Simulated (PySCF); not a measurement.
Removing an electron from `COC[SiH2]n1cccc1`

Compound: C6H11NOSi.
Z-matrix (Å and degrees, PBE0-D3(BJ)/def2-SVP geometry), rows numbered from 1:
```
C 
O   1  1.3955
C   2  1.4100  1  114.02
Si  3  1.8975  2  110.31  1   -91.69
N   4  1.7750  3  110.90  2   175.45
C   5  1.3803  4  125.73  3   -82.23
C   6  1.3749  5  108.95  4   172.47
C   7  1.4241  6  107.08  5    -0.17
C   8  1.3748  7  107.10  6    -0.04
H   1  1.1082  2  111.70  3   -62.73
H   1  1.0989  2  107.67  3   178.24
H   1  1.1075  2  112.74  3    58.88
H   3  1.1082  2  112.11  1    33.07
H   3  1.1034  2  108.01  1   149.64
H   4  1.4904  3  110.86  2    56.47
H   4  1.4882  3  110.11  2   -66.46
H   6  1.0891  5  120.82  4    -8.26
H   7  1.0886  6  125.91  5   179.03
H   8  1.0885  7  127.01  6   179.24
H   9  1.0889  5  120.80  4     8.44
```

Level: PBE0/def2-SVPD (PySCF). Frontier orbitals with their largest atomic shares (Löwdin; up to four atoms above 4 %):

```json
{"orbital": "HOMO−3", "ε (eV)": "-9.38", "main atoms": "O2 41 %, C3 13 %, C1 10 %, Si4 7 %"}
{"orbital": "HOMO−2", "ε (eV)": "-7.63", "main atoms": "O2 34 %, N5 10 %, C8 10 %, C7 10 %"}
{"orbital": "HOMO−1", "ε (eV)": "-6.90", "main atoms": "N5 18 %, O2 17 %, C7 16 %, C8 15 %"}
{"orbital": "HOMO", "ε (eV)": "-6.24", "main atoms": "?"}
{"orbital": "LUMO", "ε (eV)": "0.33", "main atoms": "Si4 30 %, H15 10 %, H16 9 %, C3 7 %"}
{"orbital": "LUMO+1", "ε (eV)": "0.43", "main atoms": "Si4 19 %, C1 14 %, C3 10 %, H15 7 %"}
{"orbital": "LUMO+2", "ε (eV)": "0.61", "main atoms": "C6 16 %, C9 15 %, N5 14 %, C7 9 %"}
```

Problem. What vertical ionisation energy does ΔSCF give, and how far is −ε(HOMO) from it?

Solution. ΔSCF: 8.14 eV (785 kJ/mol; threshold wavelength 152 nm); ⟨S²⟩ of the doublet left behind is 0.765, against 0.75 for a pure doublet. −ε(HOMO) is 6.24 eV, 1.90 eV below it. In exact Kohn–Sham theory the two would be equal; PBE0 (global hybrid, 25 % exact exchange) falls short of its own ΔSCF value by 23 %.

Problem. On which atoms does the HOMO lie?

Solution. C6 (aromatic CH next to a ring nitrogen) 27 %, C9 (aromatic CH next to a ring nitrogen) 27 %, C8 (aromatic CH carbon) 15 %, C7 (aromatic CH carbon) 14 %, so no atom holds as much as 40 %. The HOMO−1 lies 0.66 eV lower.

Problem. With α = 108.3 au, estimate the like-pair dispersion coefficient by London's formula C6 = (3/4)α²I.

Solution. I = 0.2991 Eh, so C6 ≈ 2630 au, a rough estimate.

Problem. How many of the 10 lowest singlet excitations (vertical TDDFT, same level) lie below the ionisation energy?

Solution. All 10; they run from 5.50 to 6.77 eV.

Problem. What kinetic energy would electrons from this vertical process carry with 118.2 nm light (10.49 eV)?

Solution. 10.49 − 8.14 = 2.35 eV.

Problem. What total energies stand behind the ΔSCF value?

Solution. E(N) = -653.83222 Eh and E(N − 1) = -653.53313 Eh at the same geometry, 0.29909 Eh apart.

Geometry: PBE0-D3(BJ)/def2-SVP, one conformer, isolated molecule.
